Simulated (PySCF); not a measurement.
Choosing a molecule for a target property.

All species are isolated and taken at one optimised geometry, non-relativistic unless stated. Electronic properties by PySCF.

Dipoles, sizes and rotational constants follow the conformer. The torsions of the flexible species, by atom-mapped SMILES:
- `[CH3:1][c:2]1[cH:3][cH:4][cH:5][cH:6][c:7]1[S:8](=[O:9])(=[O:10])[Cl:11]`: C6–C7–S8–O9 135°
- `[CH2:1]=[CH:2][P:3](=[O:4])([C:5]#[C:6][CH3:7])[CH:8]=[CH2:9]`: C1–C2–P3–O4 -3°, C2–P3–C8–C9 -123°
- `[CH3:1][S:2][c:3]1[cH:4][cH:5][c:6]([S:7](=[O:8])(=[O:9])[Cl:10])[s:11]1`: C1–S2–C3–C4 180°, C5–C6–S7–O8 -26°
- `[O:1]=[P:2]([OH:3])([OH:4])[OH:5]`: H–O3–P2–O1 18°, H–O4–P2–O1 2°, H–O5–P2–O1 178°
- `[CH2:1]=[CH:2][CH2:3][Si@H:4]([Cl:5])/[N:6]=[CH:7]\[CH2:8][C:9]#[N:10]`: C1–C2–C3–Si4 -111°, C2–C3–Si4–Cl5 -51°, C3–Si4–N6–C7 -124°, N6–C7–C8–C9 117°
- `[O:1]=[C:2]([O:3][SiH3:4])[C:5](=[O:6])[O:7][CH:8]1[CH2:9][CH2:10][CH2:11]1`: O1–C2–O3–Si4 2°, O1–C2–C5–O6 -116°, C2–C5–O7–C8 -178°, C5–O7–C8–C9 -157°

The conformers of `CP1(=S)CCSCC1` and `COC1=C(F)[C@H](F)CCCC1` aren't listed.

Question: Wanted: HOMO–LUMO gap above 6.9 eV (PBE0/pcSseg-1) and HOMO energy above -6.7 eV (PBE0/pcSseg-1), at GFN2-xTB geometries. Which candidate meets both?
A. `C(C=C)[Si@@H](/N=C\CC#N)Cl`
B. `C=CP(=O)(C#CC)C=C`
C. `CP1(=S)CCSCC1`
D. `CSc1ccc(S(=O)(=O)Cl)s1`
E. `COC1=C(F)[C@H](F)CCCC1`
F. `Cc1ccccc1S(=O)(=O)Cl`
G. `O=P(O)(O)O`

Answer: C. Computed values:
```
                   species  HOMO–LUMO gap  HOMO energy
    CSc1ccc(S(=O)(=O)Cl)s1        4.68 eV     -6.82 eV
C(C=C)[Si@@H](/N=C\CC#N)Cl        5.80 eV     -7.42 eV
      Cc1ccccc1S(=O)(=O)Cl        6.02 eV     -7.95 eV
    COC1=C(F)[C@H](F)CCCC1        6.78 eV     -6.30 eV
         C=CP(=O)(C#CC)C=C        6.94 eV     -7.78 eV
             CP1(=S)CCSCC1        7.41 eV     -6.50 eV
                O=P(O)(O)O        9.27 eV     -8.86 eV
```

Question: Wanted: dipole moment above 4.5 D (PBE0/pcSseg-1) and smallest rotational constant below 3 GHz (GFN2-xTB), at GFN2-xTB geometries. Which candidate meets both?
A. `O=P(O)(O)O`
B. `Cc1ccccc1S(=O)(=O)Cl`
C. `C=CP(=O)(C#CC)C=C`
D. `O=C(O[SiH3])C(=O)OC1CCC1`

Answer: B. Computed values:
| species | dipole moment | smallest rotational constant |
| --- | --- | --- |
| O=C(O[SiH3])C(=O)OC1CCC1 | 2.02 D | 0.380 GHz |
| O=P(O)(O)O | 2.56 D | 4.364 GHz |
| C=CP(=O)(C#CC)C=C | 4.07 D | 0.729 GHz |
| Cc1ccccc1S(=O)(=O)Cl | 4.99 D | 0.586 GHz |
